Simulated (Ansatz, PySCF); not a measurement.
Si(Cl)2(F)(GeH3) (Cl2FGeH3Si), SMILES F[Si](Cl)(Cl)[GeH3].

Coordinates come from a B3LYP-D3(BJ)/def2-SVP optimisation. The structure was generated by enumeration, and PubChem lists no compound with its InChIKey, so it may never have been made.

Vertical ionisation energy (IE) and electron affinity (EA) in eV. Rows of orbital energies are one-electron estimates. Where ΔSCF, EOM or ADC give a negative EA the extra electron is unbound and the value depends on the basis.

| level | IE | EA |
|---|---|---|
| −ε(HOMO), −ε(LUMO), B3LYP/def2-TZVP (PySCF) | 8.53 | 0.73 |
| −ε(HOMO), −ε(LUMO), PBE/def2-TZVP (PySCF) | 7.54 | 1.40 |
| ΔSCF, PBE/def2-SVPD (Ansatz), final states of multiplicity 2 and 2 | (withheld) | (withheld) |

Problem. Complete the blanks. (The exact figures need the calculation; the answer reports its results.)

Solution. 
- ΔSCF, PBE/def2-SVPD (Ansatz, an electronic-structure program), final states of multiplicity 2 and 2, IE: 10.36
- ΔSCF, PBE/def2-SVPD (Ansatz), final states of multiplicity 2 and 2, EA: -0.42

Problem. What vertical singlet–triplet gap does ΔSCF give with PBE/def2-SVPD (Ansatz)? (The exact figures need the calculation; the answer reports its results.)

Solution. 5.81 eV (triplet above singlet where positive).
